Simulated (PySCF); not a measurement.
C₄H₆F₅P.
Bonds: C1–P2, P2–C3, P2–C4, C4–F5, C4–F6, C4–C7, C7–F8, C7–F9, C7–F10. Hydrogens: H11, H12, H13 on C1; H14, H15, H16 on C3.

The same species was optimised twice, with GFN2-xTB and with PBE0-D3(BJ)/def2-SVP (PySCF), and the same property calculations (PySCF, gas phase) were run on both structures.

| coordinate | GFN2-xTB | PBE0-D3(BJ)/def2-SVP | change |
| --- | --- | --- | --- |
| C7–F8 (Å) | 1.336 | 1.326 | -0.010 |
| C4–C7 (Å) | 1.531 | 1.538 | +0.007 |
| C7–F9 (Å) | 1.330 | 1.325 | -0.005 |
| C4–F6 (Å) | 1.358 | 1.353 | -0.005 |
| C4–F5 (Å) | 1.356 | 1.351 | -0.005 |
| C7–F10 (Å) | 1.338 | 1.333 | -0.005 |
| P2–C4 (Å) | 1.903 | 1.898 | -0.005 |
| C1–P2 (Å) | 1.843 | 1.846 | +0.003 |
| P2–C3 (Å) | 1.844 | 1.845 | +0.001 |
| P2–C4–C7 (°) | 111.0 | 114.5 | +3.5 |
| C4–C7–F9 (°) | 113.9 | 110.8 | -3.1 |
| F6–C4–C7 (°) | 109.0 | 106.7 | -2.3 |
| F5–C4–F6 (°) | 106.0 | 107.4 | +1.4 |
| F8–C7–F10 (°) | 107.0 | 108.5 | +1.5 |
| C1–P2–C3 (°) | 99.0 | 100.4 | +1.4 |
| F5–C4–C7 (°) | 108.3 | 107.0 | -1.3 |
| C3–P2–C4 (°) | 97.5 | 98.6 | +1.1 |
| C1–P2–C4–F5 (°) | -61 | -59 | +2 |
| P2–C4–C7–F8 (°) | 49 | 57 | +8 |

Rotational constants: A = 1721, B = 927.7, C = 825.4 MHz (GFN2-xTB) against A = 1741, B = 913.5, C = 815.7 MHz (PBE0-D3(BJ)/def2-SVP). Point groups within 0.08 Å: C1 and C1.

On the GFN2-xTB structure: HOMO (eV) -7.49 [PBE0/pcSseg-1]; LUMO (eV) 0.39 [PBE0/pcSseg-1]; dipole (D) 2.60 [PBE0/pcSseg-1]; GIAO shielding of C1/C3 (mean) (ppm) 176.0 [PBE0/pcSseg-1]; GIAO shielding of P2 (ppm) 358.9 [PBE0/pcSseg-1]; GIAO shielding of C4 (ppm) 57.6 [PBE0/pcSseg-1]; GIAO shielding of F5/F6 (mean) (ppm) 321.5 [PBE0/pcSseg-1]; GIAO shielding of C7 (ppm) 57.4 [PBE0/pcSseg-1]; GIAO shielding of F8/F9/F10 (mean) (ppm) 263.2 [PBE0/pcSseg-1].

Task: What do these properties become on the PBE0-D3(BJ)/def2-SVP structure?

Result: 
| property | level | on GFN2-xTB | on PBE0-D3(BJ)/def2-SVP | change |
| --- | --- | --- | --- | --- |
| HOMO (eV) | PBE0/pcSseg-1 | -7.49 | -7.43 | +0.06 |
| LUMO (eV) | PBE0/pcSseg-1 | 0.39 | 0.49 | +0.10 |
| dipole (D) | PBE0/pcSseg-1 | 2.60 | 2.57 | -0.03 |
| energy, GFN2-xTB geometry as zero (kcal/mol) | PBE0/pcSseg-1 | 0.0 | -1.4 | -1.4 |
| GIAO shielding of C1/C3 (mean) (ppm) | PBE0/pcSseg-1 | 176.0 | 174.6 | -1.4 |
| GIAO shielding of P2 (ppm) | PBE0/pcSseg-1 | 358.9 | 358.0 | -0.9 |
| GIAO shielding of C4 (ppm) | PBE0/pcSseg-1 | 57.6 | 59.3 | +1.7 |
| GIAO shielding of F5/F6 (mean) (ppm) | PBE0/pcSseg-1 | 321.5 | 322.9 | +1.4 |
| GIAO shielding of C7 (ppm) | PBE0/pcSseg-1 | 57.4 | 58.7 | +1.3 |
| GIAO shielding of F8/F9/F10 (mean) (ppm) | PBE0/pcSseg-1 | 263.2 | 271.3 | +8.1 |

The heavy atoms differ by 0.091 Å rms after alignment. Among bonds between heavy atoms C7–F8 changes most (-0.010 Å). Changes are differences of the printed values. Neither structure is proved a minimum here.

The values belong to the conformer `[CH3:1][P:2]([CH3:3])[C:4]([F:5])([F:6])[C:7]([F:8])([F:9])[F:10]`: C1–P2–C4–F5 -59°, P2–C4–C7–F8 57°.
